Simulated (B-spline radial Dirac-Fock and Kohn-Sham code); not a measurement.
# Elastic and transport cross sections of nitrogen for electrons

Level of theory: relativistic (Dirac) partial waves in the static field of the Dirac-Fock atom with Furness-McCarthy exchange, without polarisation or absorption potentials; a B-spline atomic structure program. σ_tr1 and σ_tr2 weight the cross section with 1 − P₁ and 1 − P₂ of cos θ; "backward" is the share scattered beyond 90°.

```
energy (eV)  σ (a₀²)  σ_tr1 (a₀²)  σ_tr2 (a₀²)  σ/σ_tr1  backward (%)
        971     2.01        0.187        0.380     10.7           1.8
       1000     1.96        0.178        0.363     11.0           1.8
       1010     1.95        0.176        0.358     11.1           1.7
       1030     1.91        0.170        0.347     11.3           1.7
       1140        ?            ?            ?        ?             ?
       1200     1.69        0.131        0.274     12.8           1.4
       1210     1.67        0.130        0.271     12.9           1.4
       1250     1.63        0.123        0.257     13.3           1.3
       1500     1.39       0.0900        0.193     15.5           1.1
       1820     1.18       0.0645        0.141     18.2          0.85
       2000     1.08       0.0548        0.121     19.7          0.76
       3000    0.747       0.0269       0.0613     27.8          0.47
       3760    0.606       0.0180       0.0417     33.6          0.37
       3950    0.579       0.0165       0.0383     35.1          0.35
       4140    0.554       0.0152       0.0354     36.5          0.33
```

Question: Fill in the row for 1.14 keV.

Answer: σ = 1.76 a₀², σ_tr1 = 0.143 a₀², σ_tr2 = 0.297 a₀², σ/σ_tr1 = 12.3, backward 1.5 %. The ratio σ/σ_tr1 is roughly the number of elastic collisions that randomise the direction.

Values without a named source are computed, but for edge energies of neutral atoms, which are taken from tables.
